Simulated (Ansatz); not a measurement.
Program: Ansatz. Geometries: PBE0-D4/def2-TZVP. ΔE: electronic, gas phase. CCSD(T)/CBS is the MP2 limit (def2-TZVPP, def2-QZVPP) plus CCSD(T) − MP2 in def2-TZVPP, frozen cores. Functionals use def2-TZVPP. def2 core potentials past Kr. For Br, W, Zr outer-core shells are correlated without core-valence functions, which leaves a few kJ/mol of doubt a bond. Scalar relativity is left out up to krypton. Each species was taken in one conformer, which may not be the lowest.

Consider the redistribution: `[OH][W]([OH])([OH])([F])([Cl])[Cl]` + `[OH][Zr]([OH])([Cl])[Br]` → `[OH][W]([OH])([F])([Cl])([Cl])[Cl]` + `[OH][Zr]([OH])([OH])[Br]`.

| level | ΔE (kcal/mol) |
| --- | --- |
| PBE | 10.2 |
| SCS-MP2/def2-TZVPP | 10.4 |
| SCS-MP2/def2-QZVPP | 10.0 |
| CCSD/CBS(def2) | 11.7 |

Task: What does CCSD(T)/CBS give? (Estimate.)

Result: The calculation gave: +10.9 kcal/mol. The listed levels differ from it by -0.7, -0.5, -0.9, 0.8 kcal/mol.

Largest T1 diagnostic among the species: 0.022, so the coupled-cluster value is less sure than usual.

From PBE to PBE0 (25 % exact exchange), in def2-TZVPP and without D4, ΔE moves by +1.1 kcal/mol. In def2-TZVPP, CCSD(T) changes the Hartree–Fock value by −3.4 kcal/mol (the triples alone add −0.8 kcal/mol) and MP2 by −5.6 kcal/mol.
